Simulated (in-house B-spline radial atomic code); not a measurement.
Checks on a self-consistent run for the sulfur ion S²⁺, [Ne] 3s1 (3p3/2)3. Level of theory: Dirac-Hartree-Fock, average of the jj configuration, Fermi nucleus of rms radius 3.2611 fm; calculated with a radial B-spline atomic code at the basis-set limit.

```json
{"orbital": "1s1/2", "q": "2", "ε (Eh)": "-93.34945", "<1/r>": "15.6706", "<r²>": "0.0125898", "small-component weight": "0.0032375"}
{"orbital": "2s1/2", "q": "2", "ε (Eh)": "-10.04907", "<1/r>": "3.09451", "<r²>": "0.266603", "small-component weight": "0.00050046"}
{"orbital": "2p1/2", "q": "2", "ε (Eh)": "-7.70087", "<1/r>": "2.97338", "<r²>": "0.23982", "small-component weight": "0.00047033"}
{"orbital": "2p3/2", "q": "4", "ε (Eh)": "-7.68163", "<1/r>": "2.96116", "<r²>": "0.240804", "small-component weight": "0.00046964"}
{"orbital": "3s1/2", "q": "1", "ε (Eh)": "-1.75833", "<1/r>": "0.861403", "<r²>": "2.83952", "small-component weight": "8.0756e-05"}
{"orbital": "3p3/2", "q": "3", "ε (Eh)": "-1.21757", "<1/r>": "0.747493", "<r²>": "3.67743", "small-component weight": "6.4581e-05"}
```

Electron-electron repulsion V_ee = 138.6332 hartree.

Task: What total energy follows from the eigenvalues?

Result: The eigenvalues count the repulsion twice, so E = Σqε - V_ee = -258.336 - 138.633 = -396.970 hartree; the run printed -396.970.

Task: Does the Dirac virial theorem hold?

Result: For a point nucleus E = -2c²Σq·w, with w the small-component weight. Here Σq·w = 0.01057 and c = 137.0360, so the ratio E/(-2c²Σq·w) is 1.000002.

Task: What diamagnetic shielding (Lamb formula) and susceptibility (Langevin formula) do the radii give?

Result: σ = (α²/3)Σq<1/r> = 58.4256/(3·137.036²) = 1037.1 ppm, and χ = -0.79199×10⁻⁶·Σq<r²> = -12.57×10⁻⁶ cm³/mol with Σq<r²> = 15.873 bohr². Both are non-relativistic formulas without the paramagnetism of open shells.
